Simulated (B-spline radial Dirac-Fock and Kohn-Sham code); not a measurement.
## Electron momentum distribution of Tb¹⁵⁺: Compton profiles

System: the Tb¹⁵⁺ ion in the configuration [Kr] 4d10 4f4.

Method: the impulse approximation on relativistic Hartree-Fock (Dirac-Fock) wave functions, averaged over the configuration. Computed with a B-spline atomic structure program. pz is in atomic units of momentum; subshell profiles are per electron, for a selection of subshells; open shells are spread over both j values by their weights.

```
 pz   J total   J 1s1/2   J 2p1/2   J 4f7/2
  0     3.670    0.0120    0.0210    0.0853
0.3     3.662    0.0120    0.0210    0.0853
0.4     3.656    0.0120    0.0210    0.0853
0.5     3.648    0.0120    0.0210    0.0853
0.6     3.638    0.0120    0.0210    0.0853
0.8     3.613    0.0120    0.0210    0.0853
  1     3.580    0.0120    0.0210    0.0853
1.2     3.539    0.0120    0.0210    0.0853
1.4     3.490    0.0120    0.0210    0.0853
1.6     3.433    0.0120    0.0210    0.0852
1.8     3.366    0.0119    0.0210    0.0850
  2     3.290    0.0119    0.0210    0.0847
2.5     3.063    0.0119    0.0210    0.0829
  3     2.789    0.0119    0.0210    0.0791
  4     2.192    0.0118    0.0209    0.0656
  5     1.670    0.0118    0.0209    0.0485
  7     1.046    0.0116    0.0205    0.0218
 10    0.6382    0.0112    0.0195   0.00567
 15    0.3129    0.0104    0.0160  0.000636
 20    0.1674   0.00936    0.0117  8.94e-05
 30   0.06044   0.00710   0.00500  3.41e-06
 40   0.02715   0.00505   0.00193    < 1e-6
 60  0.008107   0.00233  0.000321    < 1e-6
100  0.001398  0.000515  2.12e-05    < 1e-6
```

J(0) = 3.670. The 4d5/2 subshell gives the largest part, 16 %.

Mean momentum ⟨p⟩ by subshell (a.u.): 1s1/2 64.0, 2s1/2 22.8, 2p1/2 30.3, 2p3/2 27.7, 3s1/2 11.5, 3p1/2 13.7, 3p3/2 12.9, 3d3/2 15.5, 3d5/2 15.2, 4s1/2 5.91, 4p1/2 6.62, 4p3/2 6.33, 4d3/2 6.94, 4d5/2 6.84, 4f5/2 7.00, 4f7/2 6.96.
